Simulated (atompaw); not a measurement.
# Reading a pseudo-wave (phosphorus (P))

Columns: radius, all-electron u(r) and pseudo u(r) of the 3p shell (level -5.60 eV) of phosphorus in the configuration [Ne] 3s2 3p3; LDA (PW92), scalar-relativistic, PAW (atompaw) scheme, atompaw 4.2.0.5.

```json
{"r (bohr)": "0.058", "all-electron": "-0.0604", "pseudo": "0.0021"}
{"r (bohr)": "0.115", "all-electron": "-0.1582", "pseudo": "0.0083"}
{"r (bohr)": "0.173", "all-electron": "-0.2399", "pseudo": "0.0187"}
{"r (bohr)": "0.231", "all-electron": "-0.2876", "pseudo": "0.0329"}
{"r (bohr)": "0.288", "all-electron": "-0.3014", "pseudo": "0.0506"}
{"r (bohr)": "0.346", "all-electron": "-0.2873", "pseudo": "0.0719"}
{"r (bohr)": "0.404", "all-electron": "-0.2518", "pseudo": "0.0963"}
{"r (bohr)": "0.462", "all-electron": "-0.2011", "pseudo": "0.1234"}
{"r (bohr)": "0.519", "all-electron": "-0.1417", "pseudo": "0.1523"}
{"r (bohr)": "0.577", "all-electron": "-0.0754", "pseudo": "0.1836"}
{"r (bohr)": "0.635", "all-electron": "-0.0066", "pseudo": "0.2163"}
{"r (bohr)": "0.692", "all-electron": "0.0614", "pseudo": "0.2495"}
{"r (bohr)": "0.750", "all-electron": "0.1290", "pseudo": "0.2839"}
{"r (bohr)": "0.808", "all-electron": "0.1939", "pseudo": "0.3185"}
{"r (bohr)": "0.865", "all-electron": "0.2542", "pseudo": "0.3524"}
{"r (bohr)": "0.923", "all-electron": "0.3114", "pseudo": "0.3865"}
{"r (bohr)": "0.981", "all-electron": "0.3642", "pseudo": "0.4197"}
{"r (bohr)": "1.038", "all-electron": "0.4115", "pseudo": "0.4514"}
{"r (bohr)": "1.096", "all-electron": "0.4551", "pseudo": "0.4822"}
{"r (bohr)": "1.154", "all-electron": "0.4941", "pseudo": "0.5115"}
{"r (bohr)": "1.212", "all-electron": "0.5287", "pseudo": "0.5389"}
{"r (bohr)": "1.269", "all-electron": "0.5585", "pseudo": "0.5639"}
{"r (bohr)": "1.327", "all-electron": "0.5847", "pseudo": "0.5871"}
{"r (bohr)": "1.385", "all-electron": "0.6071", "pseudo": "0.6078"}
{"r (bohr)": "1.442", "all-electron": "0.6255", "pseudo": "0.6257"}
{"r (bohr)": "1.500", "all-electron": "0.6410", "pseudo": "0.6410"}
```

(1) How many radial nodes do the two functions have?

(2) Is the pseudo-wave norm-conserving?

## Answers

(1) The all-electron 3p function has n − l − 1 = 1; the pseudo-wave has 0, since the states of the same l below it are removed with the core.

(2) No, it belongs to a PAW set: the norm inside the radius is not constrained, and the difference is carried by the augmentation charge.
